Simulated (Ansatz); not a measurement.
Program: Ansatz. Geometries: PBE0-D4/def2-TZVP. ΔE: electronic, gas phase. CBS: MP2 limit from def2 TZ/QZ plus the TZ coupled-cluster correction, frozen cores. This one scheme is used for every species. Functionals use def2-TZVPP. Each species was taken in one conformer, which may not be the lowest.

Reaction (formal hydrolysis of a B–C bond): `CB(S)CCl` + H₂O → `CB(O)S` + `CCl`

```
   species  PBE energy (Eh)
`CB(S)CCl`       -962.66180
       H₂O        -76.38007
  `CB(O)S`       -539.19362
     `CCl`       -499.89082
```

**Question.** Work out ΔE.

**Answer.** ΔE = (-539.19362) + (-499.89082) − (-962.66180) − (-76.38007) = -0.04257 Eh = -111.8 kJ/mol. CCSD(T)/CBS gives -107.2 kJ/mol.

Largest T1 diagnostic among the species: 0.012.

In def2-TZVPP, CCSD(T) changes the Hartree–Fock value by +26.2 kJ/mol (the triples alone add +3.6 kJ/mol) and MP2 by +29.6 kJ/mol. The D4 term adds +9.6 kJ/mol with B3LYP and +5.4 kJ/mol with PBE0; it sums over pairs of atoms, weighted by their polarisabilities, and B3LYP, whose exchange is more repulsive, gets the larger term.

B3LYP here is the variant with VWN-RPA as its local correlation; programs differ in this.
